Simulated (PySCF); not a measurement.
# Worked example: chemical shift, span and skew from a shielding tensor

silylphosphine (H5PSi), SMILES [SiH3]P. Atoms are numbered in the order given.

```xyz
7

Si    -1.0967    -0.0069     0.0000
P      1.1674     0.1185     0.0000
H     -1.5925     0.6959     1.2062
H     -1.5925     0.6959    -1.2062
H     -1.6210    -1.3928     0.0000
H      1.3238    -0.8394     1.0358
H      1.3238    -0.8394    -1.0358
```

The structure is a stationary point at B3LYP-D3(BJ)/def2-TZVP.

GIAO shieldings from PBE0/pcSseg-2 (PySCF), non-relativistic, no solvent. The symmetric part of the tensor of Si1 has the principal values 395.4, 418.2, 452.2 ppm. The same nucleus in TMS has σ = 341.9 ppm at this level (PySCF, at its B3LYP-D3(BJ)/def2-TZVP geometry).

Question: Work out the isotropic shielding, the ²⁹Si shift against TMS, the span and the skew.

Answer: 
σ(iso) = (σ11 + σ22 + σ33)/3 = 421.9 ppm. δ = σ(ref) − σ(iso) = 341.9 − (421.9) = -80.0 ppm.
Span Ω = σ33 − σ11 = 56.8 ppm. Skew κ = 3(σ(iso) − σ22)/Ω = 0.20. Tumbling in solution averages the tensor to δ; in a static solid the shielding alone would spread this spin-1/2 line over Ω.
